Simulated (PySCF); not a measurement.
From one molecule to another.

First species: C8H14S.
InChI=1S/C8H14S/c1-4-6-7-8(5-2)9-3/h1,8H,5-7H2,2-3H3/t8-/m1/s1

Second species: C8H12OSi.
SMILES: `C=CCc1oc(cc1)[SiH2]C`

Levels: PBE0/pcSseg-1 for dipole moment, HOMO energy, LUMO energy and HOMO–LUMO gap; GFN2-xTB for rotational constant A and rotational constant C. Geometries: GFN2-xTB. Each structure is a single optimised conformer of the isolated species, non-relativistic unless stated; the electronic structure was computed with PySCF and density fitting.

The conformers computed, where there is a choice (atom-mapped SMILES and torsion angles):
- `[CH:1]#[C:2][CH2:3][CH2:4][C@@H:5]([CH2:6][CH3:7])[S:8][CH3:9]`: C2–C3–C4–C5 179°, C3–C4–C5–C6 176°, C4–C5–C6–C7 -173°, C4–C5–S8–C9 -65°
- `[CH2:1]=[CH:2][CH2:3][c:4]1[cH:5][cH:6][c:7]([SiH2:8][CH3:9])[o:10]1`: C1–C2–C3–C4 -119°, C2–C3–C4–C5 87°, C6–C7–Si8–C9 -27°

Values for the first species:

* Dipole moment: 1.64 D
* HOMO energy: -6.39 eV
* LUMO energy: 0.93 eV
* HOMO–LUMO gap: 7.32 eV
* Rotational constant A: 2.213 GHz
* Rotational constant C: 0.604 GHz

Q: Estimate the same properties for the second species, and the change in each.

A: 
```json
{"property": "dipole moment", "first": "1.64 D", "second": "0.91 D", "second less first": "-0.73 D"}
{"property": "HOMO energy", "first": "-6.39 eV", "second": "-6.34 eV", "second less first": "+0.05 eV"}
{"property": "LUMO energy", "first": "0.93 eV", "second": "-0.19 eV", "second less first": "-1.12 eV"}
{"property": "HOMO–LUMO gap", "first": "7.32 eV", "second": "6.15 eV", "second less first": "-1.17 eV"}
{"property": "rotational constant A", "first": "2.213 GHz", "second": "3.039 GHz", "second less first": "+0.826 GHz"}
{"property": "rotational constant C", "first": "0.604 GHz", "second": "0.472 GHz", "second less first": "-0.132 GHz"}
```

On the first: The dipole equals about 5.5 × 10⁻³⁰ C·m (1 D = 3.33564 × 10⁻³⁰ C·m). A dipole of 1.64 D is allowed in C1, and pure rotational transitions are dipole-allowed.

On the second: The dipole equals about 3.0 × 10⁻³⁰ C·m (1 D = 3.33564 × 10⁻³⁰ C·m).
